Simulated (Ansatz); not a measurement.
AsF2 (SMILES F[As]F) moved off its minimum; all values from Ansatz (a first-principles code), cores frozen in correlated methods. Open shells are unrestricted.
(charge 0, multiplicity 2)
```xyz
3

F     -1.14061    -1.06047     0.15948
As    -0.10680     0.55239     0.04934
F      1.34060    -0.80445     0.04933
```

Forces at r2SCAN/def2-TZVPP (eV/Å):

```json
[
 {"atom": "F1", "Fx": "0.955", "Fy": "3.175", "Fz": "-0.174"},
 {"atom": "As2", "Fx": "1.024", "Fy": "-6.233", "Fz": "0.225"},
 {"atom": "F3", "Fx": "-1.979", "Fy": "3.058", "Fz": "-0.051"}
]
```

Q: Give the forces (eV/Å), the total energy and the dipole at CCSD(T)/cc-pVTZ.

A: 
| atom | Fx | Fy | Fz |
|---|---|---|---|
| F1 | 1.008 | 3.335 | -0.183 |
| As2 | 1.087 | -6.558 | 0.236 |
| F3 | -2.095 | 3.223 | -0.054 |
Energy -2433.8262 hartree, dipole 4.20 D.
